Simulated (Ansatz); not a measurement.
Ansatz (a program for electronic structure) input for 4-fluoro-2,3-dihydrofuran (C4H5FO), SMILES FC1=COCC1, PBE0-D3(BJ)/def2-SVP. 

Ansatz 0.2 input:
```yaml
crystal:
  periodic: [false, false, false]
  atoms:
    - {symbol: F, position_ang: [0.01259751, -2.11567332, -0.00000000]}
    - {symbol: C, position_ang: [-0.03693081, -0.77481020, 0.00000000]}
    - {symbol: C, position_ang: [-1.14031693, -0.00064923, 0.00000000]}
    - {symbol: O, position_ang: [-0.87040403, 1.34096494, -0.00000000]}
    - {symbol: C, position_ang: [0.57851208, 1.48756590, 0.00000000]}
    - {symbol: C, position_ang: [1.20733045, 0.06961175, -0.00000000]}
    - {symbol: H, position_ang: [-2.19983196, -0.28416919, 0.00000001]}
    - {symbol: H, position_ang: [0.85749484, 2.07658523, 0.89781162]}
    - {symbol: H, position_ang: [0.85749483, 2.07658523, -0.89781163]}
    - {symbol: H, position_ang: [1.84156413, -0.12298511, 0.89311126]}
    - {symbol: H, position_ang: [1.84156412, -0.12298511, -0.89311125]}
basis:
  gaussian:
    orbitals: def2-SVP
hamiltonian:
  xc: pbe0
  dispersion: d3bj
relax: {f_tol: 0.002, max_steps: 200}
```

Log of the run:

```
WARN ansatz: RAYON_NUM_THREADS=2 ignored (pool sized by the plan → 2); use --threads N
Functional definition: PBE0
integrals: 0.07 GiB planned
1225 factors; integrals over basis functions are off by at most 3.4e-4 eV
mean field: 0.47 GiB planned
mean field evaluation 1: about -8971.8595 eV, gradient 4.0e1 eV
mean field evaluation 2: about -8971.6587 eV, gradient 4.2e1 eV
mean field evaluation 4: about -8975.5122 eV, gradient 3.2e0 eV
mean field evaluation 8: about -8975.5860 eV, gradient 7.1e-2 eV
mean field evaluation 16: about -8975.5860 eV, gradient 3.5e-5 eV
mean field -8975.58599771 eV, -329.8467015453 hartree, gradient 3.5e-5 eV, S^2 0.000000; 0 other end points of the search recorded, 0 dependent functions left out
the calculation of the forces begins
reference -8975.58601986 eV, -329.8467023592 hartree; 23, 23 occupied and 86, 86 virtual orbitals, 1225 factors
relax step   1: F+E_penalty+E_count = -8975.76865914 eV  Δ(F+E_penalty+E_count) = +0.000e0 eV  max|allowed force component| = 6.721e-1 eV/Å  Δτ_max = 0.0000 Å  (28 SCF iters, accepted)
these checks for a lower state are left out or cut short: starts, cluster_reference, orbital_swaps, neighbouring_geometries, increment
integrals: 0.07 GiB planned
1225 factors; integrals over basis functions are off by at most 3.2e-4 eV
mean field: 0.47 GiB planned
mean field -8975.61301073 eV, -329.8476942551 hartree, gradient 2.3e-5 eV, S^2 0.000000; 0 other end points of the search recorded, 0 dependent functions left out
the calculation of the forces begins
reference -8975.61303281 eV, -329.8476950668 hartree; 23, 23 occupied and 86, 86 virtual orbitals, 1225 factors
relax step   2: F+E_penalty+E_count = -8975.79620311 eV  Δ(F+E_penalty+E_count) = -2.754e-2 eV  max|allowed force component| = 2.544e-1 eV/Å  Δτ_max = 0.0164 Å  (32 SCF iters, accepted)
these checks for a lower state are left out or cut short: starts, cluster_reference, orbital_swaps, neighbouring_geometries, increment
integrals: 0.07 GiB planned
1225 factors; integrals over basis functions are off by at most 3.1e-4 eV
mean field: 0.47 GiB planned
mean field evaluation 32: about -8975.6162 eV, gradient 2.2e-5 eV
mean field -8975.61623261 eV, -329.8478126572 hartree, gradient 2.2e-5 eV, S^2 0.000000; 0 other end points of the search recorded, 0 dependent functions left out
the calculation of the forces begins
reference -8975.61625464 eV, -329.8478134668 hartree; 23, 23 occupied and 86, 86 virtual orbitals, 1225 factors
relax step   3: F+E_penalty+E_count = -8975.79963332 eV  Δ(F+E_penalty+E_count) = -3.430e-3 eV  max|allowed force component| = 6.906e-2 eV/Å  Δτ_max = 0.0072 Å  (32 SCF iters, accepted)
these checks for a lower state are left out or cut short: starts, cluster_reference, orbital_swaps, neighbouring_geometries, increment
integrals: 0.07 GiB planned
1225 factors; integrals over basis functions are off by at most 3.1e-4 eV
mean field: 0.47 GiB planned
mean field -8975.61634733 eV, -329.8478168729 hartree, gradient 1.4e-5 eV, S^2 0.000000; 0 other end points of the search recorded, 0 dependent functions left out
the calculation of the forces begins
reference -8975.61636935 eV, -329.8478176822 hartree; 23, 23 occupied and 86, 86 virtual orbitals, 1225 factors
relax step   4: F+E_penalty+E_count = -8975.79973896 eV  Δ(F+E_penalty+E_count) = -1.056e-4 eV  max|allowed force component| = 2.424e-2 eV/Å  Δτ_max = 0.0011 Å  (25 SCF iters, accepted)
these checks for a lower state are left out or cut short: starts, cluster_reference, orbital_swaps, neighbouring_geometries, increment
integrals: 0.07 GiB planned
1225 factors; integrals over basis functions are off by at most 3.1e-4 eV
mean field: 0.47 GiB planned
mean field -8975.61636713 eV, -329.8478176009 hartree, gradient 6.0e-5 eV, S^2 0.000000; 0 other end points of the search recorded, 0 dependent functions left out
the calculation of the forces begins
reference -8975.61638915 eV, -329.8478184101 hartree; 23, 23 occupied and 86, 86 virtual orbitals, 1225 factors
relax step   5: F+E_penalty+E_count = -8975.79974951 eV  Δ(F+E_penalty+E_count) = -1.056e-5 eV  max|allowed force component| = 1.110e-2 eV/Å  Δτ_max = 0.0006 Å  (22 SCF iters, accepted)
these checks for a lower state are left out or cut short: starts, cluster_reference, orbital_swaps, neighbouring_geometries, increment
integrals: 0.07 GiB planned
1225 factors; integrals over basis functions are off by at most 3.1e-4 eV
mean field: 0.47 GiB planned
mean field -8975.61636840 eV, -329.8478176476 hartree, gradient 1.3e-5 eV, S^2 0.000000; 0 other end points of the search recorded, 0 dependent functions left out
the calculation of the forces begins
reference -8975.61639042 eV, -329.8478184567 hartree; 23, 23 occupied and 86, 86 virtual orbitals, 1225 factors
relax step   6: F+E_penalty+E_count = -8975.79975177 eV  Δ(F+E_penalty+E_count) = -2.257e-6 eV  max|allowed force component| = 1.037e-3 eV/Å  Δτ_max = 0.0002 Å  (21 SCF iters, accepted)
integrals: 0.07 GiB planned
1225 factors; integrals over basis functions are off by at most 3.1e-4 eV
mean field: 0.47 GiB planned
mean field evaluation 64: about -8975.6164 eV, gradient 1.9e-4 eV
mean field -8975.61636840 eV, -329.8478176476 hartree, gradient 1.3e-5 eV, S^2 0.000000; 1 other end points of the search recorded, 0 dependent functions left out
the calculation of the forces begins
reference -8975.61639042 eV, -329.8478184567 hartree; 23, 23 occupied and 86, 86 virtual orbitals, 1225 factors
Total energy: -8975.79977379 eV, -329.8545576711 hartree
Atom 0 at     0.011226    -2.092843    -0.000000 Å, force    -0.000136    -0.000116     0.000000 eV/Å
Atom 1 at    -0.036702    -0.766001     0.000000 Å, force     0.000542    -0.000336    -0.000000 eV/Å
Atom 2 at    -1.128046     0.000753     0.000000 Å, force    -0.000251     0.000124     0.000000 eV/Å
Atom 3 at    -0.854456     1.329418     0.000000 Å, force     0.000587     0.000488     0.000000 eV/Å
Atom 4 at     0.573222     1.480768     0.000000 Å, force     0.000169    -0.000679     0.000000 eV/Å
Atom 5 at     1.200391     0.071962     0.000000 Å, force    -0.001037     0.000754     0.000000 eV/Å
Atom 6 at    -2.179376    -0.282977    -0.000000 Å, force    -0.000057    -0.000419    -0.000000 eV/Å
Atom 7 at     0.853355     2.063910     0.890570 Å, force    -0.000058     0.000334    -0.000081 eV/Å
Atom 8 at     0.853355     2.063910    -0.890570 Å, force    -0.000058     0.000334     0.000081 eV/Å
Atom 9 at     1.828053    -0.119430     0.887013 Å, force     0.000149    -0.000243    -0.000195 eV/Å
Atom 10 at     1.828053    -0.119430    -0.887013 Å, force     0.000149    -0.000243     0.000195 eV/Å
Dipole moment:     0.256546     0.162995    -0.000000 e Å
```

Self-consistency was reached.

Cost: very roughly 30 core-seconds.
